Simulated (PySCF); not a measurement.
C3H9GeNSi: core ionisation energies

Compound: C₃H₉GeNSi.
Atom-mapped SMILES: `[NH2:1][CH2:2][SiH2:3][C:4]#[C:5][GeH3:6]`

Cartesian coordinates in Å at the PBE0-D3(BJ)/def2-SVP level; atoms count from 1:
```
atom  x, y, z in Å
N1    -2.2641   -0.8409   -1.1680
C2    -2.4831    0.5725   -0.9293
Si3   -1.7835    1.0548    0.7571
C4     0.0045    0.6134    0.7791
C5     1.1859    0.2922    0.7492
Ge6    3.0213   -0.2050    0.7354
H7    -1.2673   -1.0487   -1.1896
H8    -2.6432   -1.1275   -2.0678
H9    -2.0731    1.2664   -1.6958
H10   -3.5679    0.7775   -0.8829
H11   -1.9151    2.5275    0.9756
H12   -2.4681    0.3213    1.8599
H13    3.8676    1.0297    0.3928
H14    3.4001   -0.7390    2.1242
H15    3.2278   -1.2969   -0.3253
```

Computed, not measured: delta-SCF UKS SCAN, pcX-2 on the ionised atom, pcseg-1 elsewhere, spin-free X2C (PySCF 2.14.0). These are vertical core ionisation energies against the vacuum level, from separate self-consistent calculations with and without the core hole.

**Question.** What binding energy does each computed site have?

**Answer.** 
| atom(s) | environment | level | binding energy (eV) | 2p1/2 (eV) | above the level's lowest (eV) | count |
| --- | --- | --- | --- | --- | --- | --- |
| Si3 | SiH2 silicon | Si 1s | 1846.48 | – | 0.00 | 1 |
| N1 | primary amine nitrogen | N 1s | 404.95 | – | 0.00 | 1 |
| C2 | sp3 carbon bound to nitrogen | C 1s | 290.90 | – | +1.22 | 1 |
| C5 | alkyne carbon | C 1s | 289.81 | – | +0.13 | 1 |
| C4 | alkyne carbon | C 1s | 289.68 | – | 0.00 | 1 |
| Si3 | SiH2 silicon | Si 2p3/2 | 106.64 | 107.27 | 0.00 | 1 |

Lowest listed C 1s: C4, bonded to C (triple bond) and Si. Highest, 1.22 eV above it: C2, bonded to N, 2 H and Si. The widest gap between neighbouring values is 1.09 eV, between 289.81 and 290.90 eV.

**Question.** Which effective nuclear charge Zeff reproduces each element's mean 1s value in the hydrogen-like formula E = 13.606 eV × Zeff²?

**Answer.** C (Z = 6): mean 290.1 eV, Zeff = 4.62, Z − Zeff = 1.38; N (Z = 7): mean 405.0 eV, Zeff = 5.46, Z − Zeff = 1.54; Si (Z = 14): mean 1846.5 eV, Zeff = 11.65, Z − Zeff = 2.35. Means run over the listed sites, weighted by atom count.

Spin contamination (⟨S²⟩ against 0.75 for a pure doublet) is marked for C 1s of C4 (0.86) and C 1s of C5 (0.86), which makes these values less certain. For 2p shells one spin-free hole was relaxed; a mean-field spin–orbit operator and the ground-state splitting of the three 2p orbitals were then diagonalised within the shell. The shell's mean is (2 × 2p3/2 + 2p1/2)/3, and the degeneracies 2j + 1 give areas of 2:1. 2p1/2 minus 2p3/2 (ligand field included): Si 0.62 eV. No level of germanium is listed. One conformer (not necessarily the lowest) at the PBE0-D3(BJ)/def2-SVP geometry, without solvent, vibrations or thermal averaging.
